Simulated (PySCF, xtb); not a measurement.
H7N4Ta, SMILES [NH]=[Ta]([NH2])([NH2])[NH2], multiplicity 1. Other conformers were not sampled.

Harmonic wavenumbers (cm⁻¹) from GFN2-xTB in xtb at its own minimum, in rising order: 125, 125, 134, 144, 145, 145, 258, 259, 385, 414, 415, 452, 467, 467, 490, 491, 542, 542, 558, 892, 1542, 1542, 1543, 3380, 3382, 3382, 3415, 3434, 3435, 3437.

Question: What does PBE-D3(BJ)/def2-SVP in PySCF give at its own minimum? (The exact figures need the calculation; the answer reports its results.)

Answer: 146, 146, 169, 179, 179, 280, 280, 299, 445, 457, 457, 517, 517, 552, 552, 561, 640, 640, 642, 948, 1464, 1464, 1467, 3463, 3463, 3466, 3557, 3557, 3557, 3588. Paired by order, the mean absolute difference is 72 cm⁻¹ and the zero-point energies are 51.4 and 53.8 kcal/mol.
